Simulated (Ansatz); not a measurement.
Start from `O[SiH2]B(F)Cl` and change one atom or group to get `CCB(F)Cl`.

Ansatz, PBE0-D4/def2-TZVP geometries, multiplicity 1. Each molecule was computed in one conformer, which needn't be the lowest.

```tsv
property	`O[SiH2]B(F)Cl`
HOMO–LUMO gap (PBE0/def2-TZVPP) / eV	6.70
LUMO energy (ωB97M-V/def2-TZVPP) / eV	0.34
LUMO energy (PBE0/def2-TZVPP) / eV	-1.74
zero-point energy (PBE0-D4/def2-TZVP) / kJ/mol	102.7
HOMO energy (PBE/def2-TZVPP) / eV	-7.05
HOMO–LUMO gap (PBE/def2-TZVPP) / eV	4.38
```

(1) What does the change do to each property? (Best estimate.)

Answers

(1) Ansatz gave: 
```
                                      property  `CCB(F)Cl`  shift
          HOMO–LUMO gap (PBE0/def2-TZVPP) / eV        8.55   1.85
         LUMO energy (ωB97M-V/def2-TZVPP) / eV        1.66   1.32
            LUMO energy (PBE0/def2-TZVPP) / eV       -0.43   1.31
zero-point energy (PBE0-D4/def2-TZVP) / kJ/mol       192.9   90.2
             HOMO energy (PBE/def2-TZVPP) / eV       -7.56  -0.51
           HOMO–LUMO gap (PBE/def2-TZVPP) / eV        6.10   1.72
```

With PBE0 the HOMO falls by 0.55 eV and the LUMO rises by 1.31 eV, so the gap widens by about 1.86 eV. PBE moves the HOMO by -0.51 eV and ωB97M-V by -0.66 eV. The zero-point energy changes by 90.2 kJ/mol with +6 modes.
